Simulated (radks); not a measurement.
Results of a calculation; reference values are marked as such.
The iridium ion Ir+, configuration [Xe] 4f14 5d5 6s1 5f2 (not the ground configuration). Level of theory: Dirac Kohn-Sham, PBE, spin-unpolarised, spherical densities, finite nucleus; open shells fill j = l - 1/2 first; Fermi nuclear charge, rms radius 5.4032 fm (a radial shooting solver on a logarithmic mesh with Libxc functionals).

Spin-orbit splittings of the eigenvalues, e(l+1/2) - e(l-1/2), with zeta = 2 splitting/(2l+1) and mean radii in bohr:

shell  occ.  splitting (eV)  zeta (eV)  <r> j=l-1/2  <r> j=l+1/2
2p        6            1627       1085      0.06017      0.06848
3p        6           356.4      237.6       0.1801       0.1954
3d       10           77.02      30.81       0.1705       0.1752
4p        6           84.28      56.19       0.4267       0.4604
4d       10               ?          ?       0.4719       0.4831
4f       14           3.124     0.8924       0.5306       0.5382
5p        6           13.89      9.260        1.055        1.148
5d        5           1.509     0.6034        1.499        1.543
5f        2        0.005898   0.001685        6.060        6.077

Estimate the 4d splitting.

Answer. 15.65 eV (zeta = 6.259 eV).
